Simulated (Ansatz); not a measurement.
Gallium trichloride (monomer), Cl3Ga, relaxed with RKS PBE0-D4/def2-TZVP in Ansatz 0.2.0 from a PBE-D4/def2-SVP geometry. The force threshold is 0.005 eV/Å; the program also tests the step.

Total charge 0; spin multiplicity 1.

Start:

```xyz
4

Cl   -0.962    1.230    1.460
Ga    0.000    0.000    0.000
Cl    0.202    0.690   -2.013
Cl    0.760   -1.920    0.553
```

| step | energy (eV) | largest force (eV/Å) | largest move (Å) |
| --- | --- | --- | --- |
| 1 | -89932.6719 | 0.439 | 0.000 |
| 2 | -89932.6906 | 0.039 | 0.024 |
| 3 | -89932.6907 | 0.002 | 0.002 |

End:

```xyz
4

Cl   -0.950    1.215    1.442
Ga    0.000    0.000    0.000
Cl    0.199    0.681   -1.989
Cl    0.751   -1.896    0.547
```

Run time 16 s (2 threads of a server CPU on a shared host); peak host memory 0.48 GiB.
